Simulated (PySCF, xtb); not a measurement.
biphenyl (C12H10), SMILES c1ccc(-c2ccccc2)cc1. Other conformers were not sampled.

Harmonic wavenumbers (cm⁻¹) from GFN2-xTB run with xtb 6.7.1 at its own minimum, in rising order: 68, 85, 113, 253, 305, 334, 368, 377, 474, 526, 580, 585, 593, 663, 676, 740, 743, 777, 875, 881, 897, 907, 928, 932, 933, 933, 953, 989, 1070, 1088, 1089, 1120, 1124, 1182, 1183, 1196, 1205, 1281, 1283, 1293, 1317, 1322, 1420, 1442, 1460, 1496, 1578, 1587, 1597, 1604, 3070, 3070, 3070, 3073, 3078, 3081, 3082, 3085, 3091, 3092.

Task: What does PySCF with B3LYP-D3(BJ)/def2-SVP give at its own minimum? (The exact figures need the calculation; the answer reports its results.)

Result: 66, 95, 132, 269, 318, 376, 419, 424, 501, 566, 625, 628, 641, 720, 724, 760, 764, 811, 863, 865, 937, 957, 1003, 1004, 1013, 1018, 1027, 1027, 1030, 1056, 1067, 1103, 1103, 1170, 1171, 1191, 1199, 1307, 1315, 1340, 1361, 1371, 1463, 1492, 1515, 1545, 1626, 1644, 1663, 1664, 3172, 3172, 3178, 3180, 3187, 3191, 3192, 3196, 3200, 3202. Paired by order, the mean absolute difference is 50 cm⁻¹ and the zero-point energies are 110.4 and 114.1 kcal/mol.
